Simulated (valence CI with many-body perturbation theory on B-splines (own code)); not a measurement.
**E1 line list for Sm XIII**

Level of theory: configuration interaction combined with many-body perturbation theory (CI+MBPT): four valence electrons over a frozen Dirac-Fock core [Kr] 4d10, radial functions for each j: 8 s, 8 p, 9 d, 9 f, 6 g, 3 h, 2 i, with the one-electron correlation potential Σ1, the two-electron term Σ2, the three-electron term Σ3, Breit, model QED; selected CI, second order for the rest, scaled by the run's own slope (own B-spline code, finite nucleus).

No measured spectrum was set against this ion. As an estimate, terms of the open shell hold to a few per cent of their energy, and close levels can change places; configurations with another count of f electrons can be misplaced by thousands of cm⁻¹. Core correlation moves these levels by up to 34000 cm⁻¹, and in measured spectra 5 to 20 % of such shifts remained as error; rates that hang on mixing are uncertain with them.

Lines 1 to 50 of 218 in falling wavelength, among levels below 127990 cm⁻¹, chosen from the strongest by gf and those to the six lowest levels. Wavelengths and rates use the calculated energies, so an error of 2000 cm⁻¹ moves a line at 2419 nm by 48 % and its rate by three times that or more. Electric multipoles are in the length gauge, E1 and E2 with the static RPA response of the core. Weak lines are less certain than strong ones. Lines between different terms over intervals too small for the method are left out, as are lines whose strength nearly cancels. Where a level lies close to another of its J and parity, the split of strength between their lines is uncertain. The highest levels of a list are the least certain.

Names give the largest LS component (configuration and term), which can be under half, so a name can repeat, a term be missing and a line seem to break the LS rules; names also repeat where a configuration has a term twice. Letters in brackets count levels of one name in rising energy.

```
λ vac (nm)             Upper             Lower   A (s⁻¹)  S (a.u.) with core polarisation  S without
      2419    4f 5s2 5p 3F_3      4f3 5s 5D°_2  6.93e+00                         3.39e-04   4.37e-04
      2129    4f 5s2 5p 3F_2      4f3 5s 3P°_1  3.08e+01                         7.34e-04   9.44e-04
      1594    4f 5s2 5p 3F_3      4f3 5s 3D°_2  8.19e+01                         1.15e-03   1.47e-03
      1343      4f3 5s 1D°_2    4f 5s2 5p 3G_3  3.65e+01                         2.18e-04   2.82e-04
      1301    4f 5s2 5p 3F_2  4f3 5s 3S°_1 [b]  2.96e+01                         1.61e-04   2.07e-04
      1163    4f 5s2 5p 3F_3      4f3 5s 3D°_3  7.96e+01                         4.33e-04   5.58e-04
      1141    4f 5s2 5p 3G_3      4f3 5s 3F°_2  4.05e+01                         2.08e-04   2.69e-04
      1136    4f 5s2 5p 3G_3  4f3 5s 3G°_4 [a]  3.23e+01                         1.64e-04   2.12e-04
      1123    4f 5s2 5p 3F_2      4f3 5s 3P°_2  4.37e+01                         1.53e-04   1.97e-04
     903.6    4f 5s2 5p 3G_3  4f3 5s 3G°_3 [a]  2.02e+02                         5.15e-04   6.65e-04
     811.7    4f 5s2 5p 3G_3      4f3 5s 5G°_4  9.81e+01                         1.81e-04   2.34e-04
     758.7    4f 5s2 5p 3F_3      4f3 5s 3F°_4  1.98e+02                         2.98e-04   3.87e-04
     641.2    4f 5s2 5p 3F_2  4f3 5s 3G°_3 [a]  3.97e+02                         2.58e-04   3.31e-04
     598.0    4f 5s2 5p 3F_3  4f3 5s 3G°_4 [a]  2.78e+02                         2.05e-04   2.62e-04
     538.5    4f 5s2 5p 3F_2      4f3 5s 5G°_3  2.30e+02                         8.86e-05   1.16e-04
     538.2    4f 5s2 5p 3G_3      4f3 5s 3H°_4  2.70e+03                         1.45e-03   1.87e-03
     526.6    4f 5s2 5p 3F_3  4f3 5s 3G°_3 [a]  2.03e+02                         1.02e-04   1.32e-04
     494.0    4f 5s2 5p 3F_3      4f3 5s 5G°_4  1.13e+02                         4.69e-05   6.13e-05
     487.9    4f 5s2 5p 3G_3      4f3 5s 5F°_4  3.03e+02                         1.22e-04   1.57e-04
     282.9      4f3 5s 3P°_1      4f2 5s2 1S_0  2.71e+03                         9.10e-05   1.11e-04
     235.1    4f 5s2 5p 3G_3      4f3 5s 5I°_4  1.02e+03                         4.59e-05   5.91e-05
     227.7      4f3 5s 1P°_1      4f2 5s2 1S_0  1.29e+04                         2.26e-04   2.65e-04
     174.4      4f3 5s 5S°_2      4f2 5s2 3P_2  6.24e+03                         8.17e-05   1.02e-04
     166.5      4f3 5s 5S°_2      4f2 5s2 3P_1  4.60e+03                         5.24e-05   6.58e-05
     156.9      4f3 5s 5I°_4      4f2 5s2 3F_4  7.79e+01                         1.34e-06   1.71e-06
     155.8      4f3 5s 5I°_4      4f2 5s2 3F_3  5.20e+00                         8.72e-08   1.00e-07
     152.1      4f3 5s 5I°_5      4f2 5s2 3F_4  1.39e+02                         2.65e-06   3.32e-06
     147.0      4f3 5s 5S°_2      4f2 5s2 1D_2  3.50e+03                         2.74e-05   3.46e-05
     145.7      4f3 5s 5I°_5      4f2 5s2 3H_6  1.31e+01                         2.20e-07   2.48e-07
     141.2  4f3 5s 3S°_1 [a]      4f2 5s2 3P_2  2.18e+04                         9.07e-05   1.10e-04
     140.7      4f3 5s 5I°_6      4f2 5s2 3H_6  4.29e+02                         7.67e-06   9.39e-06
     140.2      4f3 5s 5I°_4      4f2 5s2 3H_5  1.29e+01                         1.58e-07   1.71e-07
     139.1      4f3 5s 3F°_2      4f2 5s2 3P_1  7.54e+03                         5.00e-05   6.07e-05
     138.0      4f3 5s 3F°_3      4f2 5s2 3P_2  6.79e+03                         6.16e-05   7.59e-05
     137.3      4f3 5s 3K°_6      4f2 5s2 1I_6  5.03e+03                         8.36e-05   1.08e-04
     137.0      4f3 5s 1H°_5      4f2 5s2 1I_6  3.85e+03                         5.38e-05   6.39e-05
     136.4      4f3 5s 5I°_5      4f2 5s2 3H_5  1.49e+03                         2.05e-05   2.52e-05
     135.9  4f3 5s 3S°_1 [a]      4f2 5s2 3P_1  6.42e+04                         2.39e-04   2.82e-04
     135.9      4f3 5s 3P°_2      4f2 5s2 3P_2  1.56e+04                         9.66e-05   1.13e-04
     135.5  4f3 5s 3I°_5 [a]      4f2 5s2 1G_4  9.66e+02                         1.31e-05   1.56e-05
     135.5      4f3 5s 5I°_7      4f2 5s2 3H_6  2.75e+02                         5.07e-06   6.60e-06
     135.1      4f3 5s 3K°_7      4f2 5s2 1I_6  1.53e+04                         2.79e-04   3.49e-04
     133.7  4f3 5s 3S°_1 [b]      4f2 5s2 3P_2  9.83e+04                         3.48e-04   4.15e-04
     133.2  4f3 5s 3S°_1 [a]      4f2 5s2 3P_0  6.65e+04                         2.32e-04   2.72e-04
     132.0      4f3 5s 5I°_6      4f2 5s2 3H_5  9.09e+02                         1.34e-05   1.73e-05
     131.6      4f3 5s 5I°_4      4f2 5s2 3H_4  2.99e+03                         3.02e-05   3.73e-05
     131.1      4f3 5s 3P°_2      4f2 5s2 3P_1  6.98e+04                         3.88e-04   4.69e-04
     129.9  4f3 5s 3G°_5 [a]      4f2 5s2 1I_6  5.11e+03                         6.08e-05   7.17e-05
     129.4      4f3 5s 3D°_3      4f2 5s2 3P_2  9.18e+04                         6.87e-04   8.46e-04
     129.0  4f3 5s 3S°_1 [b]      4f2 5s2 3P_1  2.36e+04                         7.51e-05   8.54e-05
```
